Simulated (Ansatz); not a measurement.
`[CH3][SnH2][CH3]` and `C#[C][SnH]([CH3])[CH3]` differ in one atom or group.

Ansatz, PBE0-D4/def2-TZVP geometries, multiplicity 1. 

Elements past krypton have def2 core potentials.

| property | `[CH3][SnH2][CH3]` |
| --- | --- |
| LUMO energy (ωB97M-V/def2-TZVPP) / eV | 1.70 |
| HOMO energy (PBE/def2-TZVPP) / eV | -6.86 |
| LUMO energy (PBE/def2-TZVPP) / eV | -0.17 |
| HOMO energy (ωB97M-V/def2-TZVPP) / eV | -10.21 |
| LUMO energy (PBE0/def2-TZVPP) / eV | 0.51 |
| HOMO–LUMO gap (B3LYP/def2-TZVPP) / eV | 8.07 |

Question: What does the change do to each property? (An estimate is asked.)

Answer: Ansatz gave: 
```json
{"property": "LUMO energy (ωB97M-V/def2-TZVPP) / eV", "`C#[C][SnH]([CH3])[CH3]`": "1.73", "shift": "0.03"}
{"property": "HOMO energy (PBE/def2-TZVPP) / eV", "`C#[C][SnH]([CH3])[CH3]`": "-6.52", "shift": "0.34"}
{"property": "LUMO energy (PBE/def2-TZVPP) / eV", "`C#[C][SnH]([CH3])[CH3]`": "-0.59", "shift": "-0.42"}
{"property": "HOMO energy (ωB97M-V/def2-TZVPP) / eV", "`C#[C][SnH]([CH3])[CH3]`": "-9.90", "shift": "0.31"}
{"property": "LUMO energy (PBE0/def2-TZVPP) / eV", "`C#[C][SnH]([CH3])[CH3]`": "0.25", "shift": "-0.26"}
{"property": "HOMO–LUMO gap (B3LYP/def2-TZVPP) / eV", "`C#[C][SnH]([CH3])[CH3]`": "7.47", "shift": "-0.60"}
```

With PBE0 the HOMO rises by 0.33 eV and the LUMO falls by 0.26 eV, so the gap narrows by about 0.59 eV. PBE moves the HOMO by 0.34 eV and ωB97M-V by 0.31 eV.

B3LYP here is the variant with VWN-RPA as its local correlation; programs differ in this.
